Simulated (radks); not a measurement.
The mean radii <r> (bohr) of the occupied orbitals of an atom or ion are listed with their occupations. All-electron calculation, Dirac Kohn-Sham, AM05, spin-unpolarised, spherical densities, point nucleus. Program: a radial shooting solver on a logarithmic mesh with Libxc functionals.

| orbital | occ. | <r> |
|---|---|---|
| 1s1/2 | 2 | 0.03187 |
| 2s1/2 | 2 | 0.1379 |
| 2p1/2 | 2 | 0.1170 |
| 2p3/2 | 4 | 0.1219 |
| 3s1/2 | 2 | 0.3735 |
| 3p1/2 | 2 | 0.3641 |
| 3p3/2 | 3 | 0.3742 |
| 3d3/2 | 4 | 0.3439 |
| 3d5/2 | 6 | 0.3471 |
| 4s1/2 | 2 | 0.8138 |
| 4d3/2 | 1 | 0.8817 |

Name the element and its charge. Open shells, if any, fill j = l - 1/2 first.

Answer. Z = 46, palladium, charge +16: Pd16+ in [Ne] 3s2 3p5 3d10 4s2 4d1. The 1s radius gives Z: for a bare nucleus <r> = (2 gamma + 1)/(2Z) with gamma = sqrt(1 - (Z/c)^2), 0.03135 bohr for Z = 46, and screening makes it slightly larger (0.03187 here). The occupations add up to 30, and the charge is Z minus that.
